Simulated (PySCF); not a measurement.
NMR data simulated for an unnamed compound:

$^{1}$H NMR (400 MHz, computed): δ 6.97 (m, 1H), 6.02 (m, 1H), 5.19 (d, 1H), 2.85 (s, 3H), 2.07 (d, 3H), 0.47 (br s, 1H).

$^{13}$C{$^{1}$H} NMR (computed): δ 157.4 (CH), 132.1 (CH), 111.8 (C), 31.2 (CH3), 25.7 (CH3).

Theoretical values (PySCF 2.14.0 with density-fitted response routines): σ from GIAO-PBE0/pcSseg-1, coordinates at the GFN2-xTB level. Gas phase, one conformer, relativity neglected, one averaged value for each set of equivalent atoms.

δ = σ(ref) − σ, references computed at the same level: $^{1}$H (31.72 ppm) and $^{13}$C (186.93 ppm) against TMS.

Problem. Which of these does the molecule contain: a three-membered ring, a non-aromatic C=C double bond, an N-methyl group, a CF3 group, an NH or NH2 group, a ketone?

Solution. 
- A three-membered ring: no.
- A non-aromatic C=C double bond: yes.
- An N-methyl group: yes (δC 31.2; δH 2.85 (s)).
- A CF3 group: no.
- An NH or NH2 group: yes (δH 0.47 (br s)).
- A ketone: no.

The data belong to `C/C=C\[Si@@H](NC)C(Cl)(Cl)Cl`, C₅H₁₀Cl₃NSi; they needn't prove each group on their own.

Carbon signals by region: 3 in the sp2 and nitrile region (100–160 ppm), 2 below 50 ppm.

OH and NH positions are those of a molecule without intermolecular hydrogen bonds; in solution they move with solvent, concentration and temperature, and exchange usually removes their couplings. Carbons that carry Cl, above all several Cl atoms, come out too deshielded, partly because spin–orbit coupling is missing. Shifts are as computed. Against solution values, carbons near 30 ppm lie about +3 ppm off and those near 130 ppm about +5 ppm; carbons on Cl a further +6 ppm. Of 1211 compounds with measured shifts, 218 miss one by over three times the rms of a fit or turn the order of signals round; such compounds aren't used in these exercises. Multiplicities follow the n + 1 count of equivalent neighbours, as no J values were calculated; m marks all less simple cases, F and P coupling included.
